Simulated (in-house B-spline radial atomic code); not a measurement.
Results of a calculation; reference values are marked as such.
Softness against transferability: the 3s channel of Cl

Cl, [Ne] 3s2 3p5, non-relativistic PBE, spherical and spin-unpolarised, from a B-spline radial code for spherical atoms (atomic units). The all-electron 3s level is ε = -0.754424 hartree, its outermost node lies just inside 0.56 bohr and its outer maximum at 1.29 bohr.

Troullier-Martins pseudo-orbitals are made for several radii. The cutoffs (hartree) are the plane-wave energies beyond which the orbital holds less than the named kinetic energy per electron. The phase error is the difference, pseudo minus all-electron, of arctan(R P'/P) at R = 2.11 bohr for all radii, half a hartree below and above the level.

| r_c (bohr) | V_l(0) (hartree) | cutoff for 10 mEh | for 1 mEh | for 0.1 mEh | phase error at ε − 0.5 (mrad) | at ε + 0.5 (mrad) |
| --- | --- | --- | --- | --- | --- | --- |
| 0.97 | -8.50 | 33 | 72 | 169 | -2.2 | -1.9 |
| 1.13 | 1.70 | 11.1 | 31.4 | 63.6 | -1.4 | -1.1 |
| 1.3 | 3.42 | 11 | 29.2 | 49.2 | -1.2 | -0.9 |
| 1.46 | 2.28 | 10.4 | 27.1 | 47.2 | -1.7 | -1.3 |
| 1.63 | 0.98 | 9.16 | 22.8 | 37.3 | -3.1 | -2.4 |
| 1.81 | 0.02 | 7.68 | 18.5 | 25.3 | -6.2 | -4.7 |

Which radius needs the lowest cutoff for 0.1 mEh while both phase errors stay within 2.3 mrad?

The radii within that limit are 0.97, 1.13, 1.3, 1.46 bohr; of these r_c = 1.46 needs the least, 47.2 hartree, that is 94.4 Ry or 1284 eV.

What does the larger radius buy, and what does it cost?

From r_c = 0.97 to 1.81 bohr the cutoff for 1 mEh goes from 72 to 18.5 hartree, a factor of 3.89, against 3.48 for a pure 1/r_c² scaling, end to end; step by step it is 72, 31.4, 29.2, 27.1, 22.8, 18.5, and for 0.1 mEh 169, 63.6, 49.2, 47.2, 37.3, 25.3; the number of plane waves goes as the cutoff to the power 3/2, here a factor of 7.7. The larger of the two phase errors is least at r_c = 1.3 bohr, 1.2 mrad; it is 2.2 at the smallest radius and 6.2 at the largest. These errors test the reference atom alone. The smallest radius lies well inside the outer maximum, where the nodeless form must bend sharply to keep the norm, so it is both harder and scatters less well than the next. Large radii also let the cores of neighbours overlap, which an atom doesn't show.
